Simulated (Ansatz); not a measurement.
Reaction: CH6AlN (SMILES C[NH][AlH2]) → CH6AlN (SMILES [CH3][AlH][NH2])
Each species at its own B3LYP-D3(BJ)/def2-TZVP minimum (Ansatz, an electronic-structure program), one conformer.

Total energies in hartree (Ansatz). Open shells are spin-unrestricted; no spin-orbit coupling. Cores are frozen in correlated methods. No relativity.

```tsv
species	HF/cc-pV(T+d)Z	CCSD(T)/cc-pV(T+d)Z	HF/cc-pV(Q+d)Z	CCSD(T)/cc-pV(Q+d)Z	CCSD(T)/cc-pV(D+d)Z	CCSDT(Q)/cc-pV(D+d)Z
1: CH6AlN (SMILES C[NH][AlH2])	-337.78923	-338.32172	-337.79907	-338.35912	-338.18968	-338.19132
2: CH6AlN (SMILES [CH3][AlH][NH2])	-337.81813	-338.35337	-337.82818	-338.39181	-338.21431	-338.21606
```

Task: Work out the isomerisation energy (electronic) in kcal/mol: take Hartree-Fock from cc-pV(Q+d)Z, extrapolate the CCSD(T) correlation energy as X^-3 (X = 3, 4), and add CCSDT(Q) - CCSD(T) in cc-pV(D+d)Z. 1 hartree = 627.51 kcal/mol.

Result: 
Species 1: correlation (64·(-0.56005) - 27·(-0.53249))/37 = -0.58016; step -0.00164; E1 = -337.79907 + (-0.58016) + (-0.00164) = -338.38087
Species 2: correlation (64·(-0.56363) - 27·(-0.53524))/37 = -0.58435; step -0.00175; E2 = -337.82818 + (-0.58435) + (-0.00175) = -338.41428
-1·E1 +1·E2 = -0.03341 hartree = -21.0 kcal/mol.
